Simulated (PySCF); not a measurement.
Species: 2,4-pentanedione, C₅H₈O₂.
InChI=1S/C5H8O2/c1-4(6)3-5(2)7/h3H2,1-2H3

A linear-response calculation (PySCF, def2-SVPD basis, gas phase, vertical, core orbitals frozen in the response) gave these numbers; the functional is withheld.

Orbital energies (eV): HOMO-3 -12.59, HOMO-2 -12.39, HOMO-1 -9.79, HOMO -9.42, LUMO 0.42, LUMO+1 1.78, LUMO+2 2.17.

```json
{"state": "S1", "E (eV)": "4.30", "f": "0.0060", "main configurations (H = HOMO, L = LUMO)": "H→L (80%), H-1→L+1 (18%)"}
{"state": "S2", "E (eV)": "4.48", "f": "0.0001", "main configurations (H = HOMO, L = LUMO)": "H-1→L (72%), H→L+1 (26%)"}
{"state": "S3", "E (eV)": "6.47", "f": "0.0001", "main configurations (H = HOMO, L = LUMO)": "H→L+1 (72%), H-1→L (26%)"}
{"state": "S4", "E (eV)": "6.99", "f": "0.093", "main configurations (H = HOMO, L = LUMO)": "H-1→L+1 (76%), H→L (18%)"}
{"state": "S5", "E (eV)": "7.57", "f": "0.097", "main configurations (H = HOMO, L = LUMO)": "H→L+2 (85%)"}
{"state": "S6", "E (eV)": "7.84", "f": "0.014", "main configurations (H = HOMO, L = LUMO)": "H-1→L+2 (76%), H→L+5 (11%)"}
```

Triplets, Tamm–Dancoff:

```
state  E (eV)  λ (nm)   main configurations (H = HOMO, L = LUMO)
   T1    3.75   330.4                   H→L (80%), H-1→L+1 (18%)
   T2    3.98   311.3                   H-1→L (69%), H→L+1 (28%)
   T3    5.89   210.4    H-2→L (36%), H→L+1 (29%), H-3→L+1 (14%)
   T4    5.95   208.2  H-3→L (38%), H-1→L+1 (28%), H-2→L+1 (15%)
```

Vertical ionisation energy by ΔSCF with the same functional: 9.70 eV. Mean static polarisability: 65.9 au.

Question: Name the functional.
A. HF
B. PBE
C. wB97X-D
D. PBE0

Answer: C. wB97X-D is range-separated, 22% exact exchange at short range and 100% at long range (ω = 0.2 bohr⁻¹). In this run −ε(HOMO) = 9.42 eV differs from the ΔSCF value by -0.28 eV, and S1 differs from the orbital gap of 9.84 eV by -5.54 eV. The ratio −ε(HOMO)/IP is 0.97. Small neutral molecules mostly give 0.89 to 0.99 with wB97X-D, 0.5 to 0.7 with PBE, 0.7 to 0.83 with PBE0; with Hartree–Fock the ratio is 1 or more (Koopmans' value less the relaxation energy is the ΔSCF value). The other options: PBE, a GGA without exact exchange; HF, time-dependent Hartree–Fock, 100% exact exchange; PBE0, a global hybrid with 25% exact exchange.

Theory: PySCF, TDDFT wB97X-D/def2-SVPD, vertical, gas phase, core orbitals frozen in the response. One conformer (not necessarily the lowest) at the PBE0-D3(BJ)/def2-SVP geometry, without solvent, vibrations or thermal averaging.

Conformer computed: `[CH3:1][C:2](=[O:3])[CH2:4][C:5]([CH3:6])=[O:7]`: C1–C2–C4–C5 88°, C2–C4–C5–C6 89°.
